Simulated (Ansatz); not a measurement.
The first iterations of a band of CH5GaOSi (9 atoms, charge 0, multiplicity 1).

These are results of Ansatz 0.2.0, RKS CAM-B3LYP/def2-SVP, not measurements.

```
movable images  : 5
climbing image  : yes
spring          : 5.0 eV/Å²
optimiser       : quadratic models (default)
start path      : through a guess of the saddle point
force threshold : 0.05 eV/Å
iteration limit : 60
end points      : relaxed
```

First end point:

```xyz
9
Properties=species:S:1:pos:R:3
O 1.422 -1.341 -0.354
C 0.519 -0.570 -0.100
Si 0.612 1.278 -0.686
Ga -1.072 -1.329 0.945
H -0.500 1.497 -1.657
H 0.377 2.154 0.497
H 1.922 1.585 -1.317
H -0.991 -2.847 1.314
H -2.290 -0.426 1.358
```

Last end point:

```xyz
9
Properties=species:S:1:pos:R:3
O 1.177 -1.591 0.434
C 0.203 -0.655 0.287
Si 0.597 1.001 -0.441
Ga -1.625 -0.680 -0.003
H -0.814 1.551 -0.510
H 1.421 1.870 0.452
H 1.184 1.087 -1.810
H 0.883 -2.274 1.049
H -3.026 -0.308 0.542
```

| iteration | highest image above the first end (eV) | largest band force component (eV/Å) |
| --- | --- | --- |
| 1 | 6.800 | 22.668 |
| 2 | 4.181 | 7.495 |
| 3 | 3.389 | 3.811 |
| 4 | 2.698 | 2.624 |
| 5 | 2.086 | 3.690 |
| 6 | 1.865 | 1.225 |
| 7 | 1.974 | 0.986 |
| 8 | 1.732 | 0.876 |
| 9 | 1.527 | 0.845 |
| 10 | 1.463 | 0.707 |

Problem. Does the band converge within its limit, and where does its top end?

Solution. The run converged. It ended after 32 iterations with the highest image 1.962 eV above the first end. Neighbouring images differ by up to 1.6 eV, so the band resolves the path poorly. A vibrational analysis at the climbing image gives one clearly imaginary mode, 1165i cm⁻¹: a first-order saddle point. The orbitals stay closed-shell, which can raise the energy where a bond breaks towards radicals; this wasn't checked here.

Run time: 8.9 min on 2 threads of Arm Neoverse V1 (shared host), peak memory 0.3 GiB.
